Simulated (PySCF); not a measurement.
**Mass spectrum arithmetic for `C[Si@@]1(C(F)(F)F)CC[SiH2]N1`**

Species: `[SiH2]1CC[Si@@](N1)(C)C(F)(F)F`.

All values are calculated from tables of isotopes.

**Question.** Find the molar and monoisotopic masses of C4H10F3NSi2.

**Answer.** For C4H10F3NSi2, with standard atomic weights, 4 × 12.011 + 2 × 28.085 + 3 × 18.998 + 1 × 14.007 + 10 × 1.008 = 185.295 g/mol. From the most abundant isotopes (12C, 28Si, 19F, 14N, 1H), 4 × 12.000000 + 2 × 27.976927 + 3 × 18.998403 + 1 × 14.003074 + 10 × 1.007825 = 185.0304 u.

**Question.** Work out the cluster of the molecular ion M+•, one line a nominal mass.

**Answer.** 
```csv
nominal mass,m/z (centroid),relative intensity
185,185.0298,100.0
186,186.0305,15.0
187,187.0272,7.5
188,188.0281,0.7
189,189.0246,0.1
```

Cut off at 0.1 %. One electron mass, 0.00055 u, is taken off. Abundances used (%; other tables differ somewhat): 12C 98.93, 13C 1.07; 28Si 92.2297, 29Si 4.6832, 30Si 3.0872; 14N 99.632, 15N 0.368; 1H 99.9885, 2H 0.0115.

**Question.** What share of all molecules is the monoisotopic species?

**Answer.** 0.9893^4 × 0.922297^2 × 1^3 × 0.99632 × 0.999885^10 = 81.09 %.

**Question.** Give the mass fraction of each element.

**Answer.** C 25.93 %, Si 30.31 %, F 30.76 %, N 7.56 %, H 5.44 %.

**Question.** What resolving power m/Δm just matches the spacing of the species with one 29Si and with one 13C?

**Answer.** They lie 0.00379 u apart at mass 186.03, so m/Δm is about 49000.
